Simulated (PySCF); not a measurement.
## Excitation energy of Be⁺ by level of theory

Be⁺ [He] 2s1 (2S) → Be⁺ [He] 2p1 (2P), as a difference of total energies. Calculation: PySCF 2.14, in x2c-TZVPPall; scalar relativity by spin-free X2C-1e. Correlated levels: valence and next inner shell: nothing frozen. The calculations carry no spin-orbit coupling.

```json
{"method": "UHF", "excitation energy (cm⁻¹)": "32442", "error (cm⁻¹)": "+509"}
{"method": "MP2 (valence and next inner shell)", "excitation energy (cm⁻¹)": "32434", "error (cm⁻¹)": "+501"}
{"method": "SCS-MP2 (valence and next inner shell)", "excitation energy (cm⁻¹)": "32476", "error (cm⁻¹)": "+542"}
{"method": "CCSD (valence and next inner shell)", "excitation energy (cm⁻¹)": "32427", "error (cm⁻¹)": "+494"}
{"method": "CCSD(T) (valence and next inner shell)", "excitation energy (cm⁻¹)": "32427", "error (cm⁻¹)": "+494"}
{"method": "CCSDT (valence and next inner shell)", "excitation energy (cm⁻¹)": "32427", "error (cm⁻¹)": "+494"}
{"method": "FCI (valence and next inner shell)", "excitation energy (cm⁻¹)": "32427", "error (cm⁻¹)": "+494"}
```

Reference: 31933 cm⁻¹ (measured; NIST levels, between the centres of gravity of the two terms).

Errors of the correlated levels include the incompleteness of this basis.

The basis was made for the ground configuration and has no added diffuse functions, so the excitation energy can come out too high.
